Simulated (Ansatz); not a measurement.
A run on BF$_{4}$HSi (`FB[Si](F)(F)F`) with other settings.

```yaml
crystal:
  periodic: [false, false, false]
  atoms:
    - {symbol: F, position_ang: [0.615116, -1.329056, 1.631132]}
    - {symbol: B, position_ang: [0.718749, -0.927224, 0.383872]}
    - {symbol: Si, position_ang: [-0.452958, 0.594564, -0.278401]}
    - {symbol: F, position_ang: [-1.353932, 0.112673, -1.485105]}
    - {symbol: F, position_ang: [0.438850, 1.789099, -0.805490]}
    - {symbol: F, position_ang: [-1.418336, 1.179539, 0.825419]}
    - {symbol: H, position_ang: [1.513712, -1.487494, -0.317025]}
basis:
  gaussian: {orbitals: "6-31G*", point_charges: [{charge: -1.00, position_ang: [5.871, 0.119, -1.000]}]}
hamiltonian: {xc: {name: B3LYP}}
output: {forces: true}
```

```sh
$ ansatz run in.yaml --threads 4 --pin off --events-out ev --progress --plain --max-ram 10444MiB
```

Shortened log:

```
Functional definition: B3LYP
838 factors; integrals over basis functions are off by at most 1.1e-3 eV
mean field evaluation 1: about -19439.4285 eV, gradient 5.4e1 eV
mean field evaluation 2: about -19433.6560 eV, gradient 8.3e1 eV
mean field evaluation 4: about -19443.4720 eV, gradient 2.4e0 eV
mean field evaluation 8: about -19443.6220 eV, gradient 2.0e-1 eV
mean field evaluation 16: about -19443.6221 eV, gradient 5.6e-5 eV
mean field -19443.62208995 eV, -714.5399324451 hartree, gradient 5.6e-5 eV, S^2 0.000000; 0 other end points of the search recorded, 0 dependent functions left out
reference -19443.62230782 eV, -714.5399404517 hartree; 28, 28 occupied and 68, 68 virtual orbitals, 838 factors
Total energy: -19443.62230782 eV, -714.5399404517 hartree
Atom 0 at     0.615116    -1.329056     1.631132 Å, force    -0.114176    -0.112681     0.439829 eV/Å
Atom 1 at     0.718749    -0.927224     0.383872 Å, force     0.296790     0.033286    -0.429812 eV/Å
Atom 2 at    -0.452958     0.594564    -0.278401 Å, force     1.045072    -0.640663     0.170927 eV/Å
Atom 3 at    -1.353932     0.112673    -1.485105 Å, force    -0.607351    -0.236192    -0.648038 eV/Å
Atom 4 at     0.438850     1.789099    -0.805490 Å, force     0.239213     0.553543    -0.212880 eV/Å
Atom 5 at    -1.418336     1.179539     0.825419 Å, force    -0.658027     0.354222     0.643945 eV/Å
Atom 6 at     1.513712    -1.487494    -0.317025 Å, force    -0.150375     0.066754     0.014840 eV/Å
Dipole moment:     0.327095    -0.265038     0.032504 e Å
```

Hardware: 4 threads of an Arm Neoverse V2 on a shared host. Wall time 0.95 s, peak host memory 0.17 GiB.
